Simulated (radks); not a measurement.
Question: These are the eigenvalues of the occupied orbitals of an atom or ion with whole-number occupations (eV). All-electron calculation, Dirac Kohn-Sham, PBE, spin-unpolarised, spherical densities, point nucleus. Program: a radial shooting solver on a logarithmic mesh with Libxc functionals.

| orbital | eigenvalue |
|---|---|
| 1s1/2 | -11008.18 |
| 2s1/2 | -1420.469 |
| 2p1/2 | -1268.996 |
| 2p3/2 | -1237.109 |
| 3s1/2 | -217.5902 |
| 3p1/2 | -167.5901 |
| 3p3/2 | -163.3063 |
| 3d3/2 | -78.3838 |
| 3d5/2 | -77.7854 |

Which element is it, and in what charge state? The configuration may be excited. Open shells, if any, are shared by 2j + 1.

Answer: Z = 32, germanium, charge +4: Ge4+ in [Ar] 3d10. The list shows which subshells hold electrons but not how many an open one holds; the 1s level, -404.54 hartree, gives Z - s = 28.4 by -(Z - s)^2/2, which with screening and relativity narrows Z to a few neighbours, and the depths of the outer levels then fix element, charge and occupations together.
